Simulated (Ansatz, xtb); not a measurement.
## Two isomers of C5H8OSi

Structure I: `CO[SiH]1C=CC=C1`, a singlet. Structure II: `COC1=C[SiH2]C=C1`, a singlet. Both are isolated molecules in the gas phase, relaxed with B3LYP/def2-SVP, each in the lowest conformer that the search found.

Quicker runs give these differences E(II) − E(I): GFN2-xTB +18.7 kcal/mol; HF/STO-3G +6.5 kcal/mol (at GFN2-xTB geometries); r2SCAN-D4/def2-SVP +18.8 kcal/mol (at GFN2-xTB geometries).

Q: Estimate E(II) − E(I) at the level CCSD(T)/def2-SVP + ΔMP2/def2-TZVPP.

A: Calculated at CCSD(T)/def2-SVP + ΔMP2/def2-TZVPP: E(II) − E(I) = +27.6 kcal/mol, so structure I lies lower.

How the difference moves with the method:

| level | geometry | E(II) − E(I) (kcal/mol) | departure from the last row (kcal/mol) | job, with rough time for the two |
| --- | --- | --- | --- | --- |
| GFN2-xTB | GFN2-xTB | +18.7 | −8.8 | optimisation, 0.18 s |
| HF/STO-3G | GFN2-xTB | +6.5 | −21.1 | single point, 0.56 s |
| r2SCAN-D4/def2-SVP | GFN2-xTB | +18.8 | −8.8 | single point, 6.9 s |
| B3LYP/def2-SVP | B3LYP/def2-SVP | +21.6 | −6.0 | optimisation, 65 s |
| HF/def2-SVP | B3LYP/def2-SVP | +26.0 | −1.6 | part of the CCSD(T) run |
| MP2/def2-SVP | B3LYP/def2-SVP | +23.7 | −3.8 | part of the CCSD(T) run |
| CCSD(T)/def2-SVP | B3LYP/def2-SVP | +23.1 | −4.5 | single point |
| CCSD(T)/def2-SVP + ΔMP2/def2-TZVPP | B3LYP/def2-SVP | +27.6 |  | single point, 2.2 min |

As drawn, II has 1 C–O, 1 Si–H in place of 1 O–Si, 1 C–H.

The levels shown agree on the order. The largest departure from CCSD(T)/def2-SVP + ΔMP2/def2-TZVPP is that of HF/STO-3G, 21.1 kcal/mol. The last row adds to CCSD(T) the change of the MP2 difference between the two basis sets, here +4.5 kcal/mol, a large step that makes the value less sure.

With thermal terms from frequencies at re-optimised GFN2-xTB minima (ideal gas, soft modes damped towards free rotors, one conformer each, 298.15 K, 1 atm): on the last row, ΔE + ΔZPE = +26.1, ΔH = +25.8, ΔG = +27.0 kcal/mol.

The correlated steps freeze 11 core orbitals. Run with Ansatz 0.2.0, xtb 6.7.1; the last row on 2 threads of Arm Neoverse V2 on a shared host.
